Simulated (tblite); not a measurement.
Compound: C5H9O2Si (doublet state).
Bonds: C1–C2 (double), C2–C3, C3–C4, C4–C5, C5–O6 (double), C5–O7, O7–Si8. Hydrogens: H9, H10 on C1; H11 on C2; H12, H13 on C3; H14, H15 on C4; H16, H17 on Si8.
Bond orders are those of one Lewis drawing.

Computed with GFN2-xTB (tblite), gas phase: L-BFGS steps from a force-field or distance-geometry start until the largest atomic force falls under 0.01 eV/Å.

The end geometry, which sets the zero of energy:
```
atom  x, y, z in Å
C1     -3.2750   -0.8449    0.0419
C2     -2.3768    0.1045   -0.1387
C3     -0.9645   -0.1348   -0.5652
C4      0.0196    0.3210    0.5164
C5      1.4510    0.2559    0.0386
O6      1.8078    0.3243   -1.1110
O7      2.3092    0.1244    1.0438
Si8     3.9511   -0.0440    1.0093
H9     -4.2818   -0.6289    0.3561
H10    -3.0418   -1.8840   -0.1236
H11    -2.6373    1.1409    0.0351
H12    -0.7514    0.4257   -1.4789
H13    -0.8087   -1.1938   -0.7768
H14    -0.0788   -0.2843    1.4192
H15    -0.1857    1.3608    0.7905
H16     4.5812    0.4710   -0.1865
H17     4.2749    0.4982    2.3132
```

**Question.** These geometries come from the run, each turned onto the end geometry. Order them by energy, lowest first.
A.
```
atom  x, y, z in Å
C1     -3.3031   -0.7972    0.1152
C2     -2.3946    0.1470   -0.1480
C3     -0.9795   -0.1623   -0.5884
C4      0.0384    0.3211    0.4245
C5      1.4477    0.0176   -0.0167
O6      1.7450   -0.5038   -1.0912
O7      2.3267    0.4326    0.9257
Si8     3.9747    0.2733    0.7658
H9     -4.3077   -0.5204    0.4343
H10    -3.1000   -1.8547    0.0169
H11    -2.6630    1.1892   -0.0300
H12    -0.8226    0.3395   -1.5509
H13    -0.8687   -1.2320   -0.7667
H14    -0.1202   -0.1983    1.3862
H15    -0.0548    1.4035    0.5893
H16     4.5777    1.6218    0.7771
H17     4.4969   -0.4649    1.9404
```
B.
```
atom  x, y, z in Å
C1     -3.3486   -0.7705   -0.0182
C2     -2.3596    0.0936   -0.1498
C3     -0.9469   -0.2886   -0.4618
C4      0.0364    0.3149    0.5500
C5      1.4611    0.2747    0.0458
O6      1.7971    0.4722   -1.0958
O7      2.3459    0.0450    1.0061
Si8     3.9933    0.0293    0.8340
H9     -4.3613   -0.4659    0.1853
H10    -3.1759   -1.8302   -0.1172
H11    -2.5445    1.1566   -0.0446
H12    -0.6772    0.0876   -1.4540
H13    -0.8434   -1.3776   -0.4800
H14    -0.0193   -0.1923    1.5145
H15    -0.2006    1.3754    0.7032
H16     4.4874    1.0471   -0.0726
H17     4.3491    0.0410    2.2385
```
C.
```
atom  x, y, z in Å
C1     -3.3164   -0.8043    0.0032
C2     -2.3583    0.0857   -0.1679
C3     -0.9370   -0.2316   -0.5005
C4      0.0202    0.3209    0.5612
C5      1.4476    0.2869    0.0733
O6      1.7856    0.4423   -1.0747
O7      2.3266    0.0805    1.0447
Si8     3.9729   -0.0169    0.8813
H9     -4.3277   -0.5154    0.2338
H10    -3.1352   -1.8624   -0.0890
H11    -2.5776    1.1417   -0.0728
H12    -0.6729    0.2376   -1.4528
H13    -0.7976   -1.3101   -0.5990
H14    -0.0611   -0.2298    1.4987
H15    -0.2256    1.3686    0.7629
H16     4.5029    0.8102   -0.1822
H17     4.3466    0.2081    2.2633
```
D.
```
atom  x, y, z in Å
C1     -3.3546   -0.7626    0.0403
C2     -2.3479    0.0748   -0.1181
C3     -0.9550   -0.2902   -0.5204
C4      0.0516    0.3178    0.4573
C5      1.4825    0.1967   -0.0012
O6      1.8571    0.1237   -1.1436
O7      2.3328    0.2009    1.0180
Si8     3.9897    0.1498    0.8286
H9     -4.3379   -0.4164    0.3106
H10    -3.2515   -1.8252   -0.1014
H11    -2.5005    1.1336    0.0484
H12    -0.7589    0.1035   -1.5227
H13    -0.8328   -1.3731   -0.5550
H14    -0.0376   -0.1380    1.4451
H15    -0.1594    1.3861    0.5710
H16     4.4255    1.4161    0.2735
H17     4.3898   -0.2856    2.1529
```
E.
```
atom  x, y, z in Å
C1     -3.3056   -0.7827    0.1184
C2     -2.3919    0.1305   -0.1491
C3     -0.9915   -0.1690   -0.5942
C4      0.0456    0.3181    0.4275
C5      1.4661    0.0258   -0.0052
O6      1.7736   -0.4961   -1.0439
O7      2.3623    0.4155    0.8939
Si8     4.0334    0.2881    0.7945
H9     -4.3038   -0.5254    0.4355
H10    -3.0972   -1.8367    0.0257
H11    -2.6271    1.1832   -0.0473
H12    -0.8038    0.3299   -1.5498
H13    -0.8751   -1.2429   -0.7506
H14    -0.1286   -0.1635    1.3933
H15    -0.0532    1.3960    0.5876
H16     4.4978    1.6621    0.7012
H17     4.3921   -0.5208    1.9459
```

**Answer.** C (0.006 eV), B (0.017 eV), D (0.045 eV), E (0.079 eV), A (0.260 eV).

In the order of the answer:

```csv
step,E above end (eV),largest force (eV/Å),rms force component (eV/Å),rms distance from end (Å),rms bond change (Å),bond most changed (Å)
109,0.006,0.04,0.016,0.159,0.002,O7–Si8 +0.006
83,0.017,0.09,0.033,0.250,0.002,O7–Si8 +0.006
59,0.045,0.07,0.026,0.371,0.005,O7–Si8 +0.018
10,0.079,0.16,0.050,0.519,0.008,O7–Si8 +0.028
0,0.260,2.69,0.564,0.517,0.017,Si8–H17 +0.034
```

The cost below is that of the whole relaxation. The run took 1.8 s wall on one thread of an Arm Neoverse N1, no GPU (shared host).
